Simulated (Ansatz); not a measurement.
Basis-set extrapolation for C2H9FN2Si (`CC[Si](N)(N)F`) (PBE0-D4/def2-TZVP geometry, frozen core, Ansatz). Multiplicity 1, RHF reference.

```
                      def2-TZVPP   def2-QZVPP
                 HF  -578.547951  -578.571691
    MP2 correlation    -1.151101    -1.238738
CCSD(T) correlation    -1.238894      not run
```

Energies in hartree. Use E(X) = E(∞) + A·exp(−7.88·√X) for Hartree–Fock and E(X) = E(∞) + B·X^(−2.97) for correlation, with X = 3 and 4, and add CCSD(T) minus MP2 of the smaller set to the MP2 limit.

**Question.** What is the CCSD(T) energy at the basis-set limit?

**Answer.** HF limit: -578.571691 + (-0.023740) × 0.13774 = -578.57496. MP2 limit: -1.238738 + (-0.087637) × 0.74074 = -1.30365. Higher-order term: -1.238894 − (-1.151101) = -0.08779. Total: -579.96640 hartree, 112.7 kcal/mol below CCSD(T)/def2-TZVPP.
